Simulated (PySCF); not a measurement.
**CH2Br, SMILES `[CH2]Br` (charge 0, multiplicity 2)**

Computed with PySCF 2.14.0 with M06-2X/def2-TZVP // B3LYP-D3(BJ)/def2-TZVP.

```yaml
highest_occupied_spin_orbital: -7.39 eV
dipole_moment: 1.10 D
total_energy: -2613.4239 Ha
cost: roughly 120 core-seconds
```

Bonds (Å): C1–Br2 1.855, C1–H3 1.076, C1–H4 1.076. Bond angles (°): Br2–C1–H3 117.8, Br2–C1–H4 117.8, H3–C1–H4 124.5.
Charge 0, spin multiplicity 2.
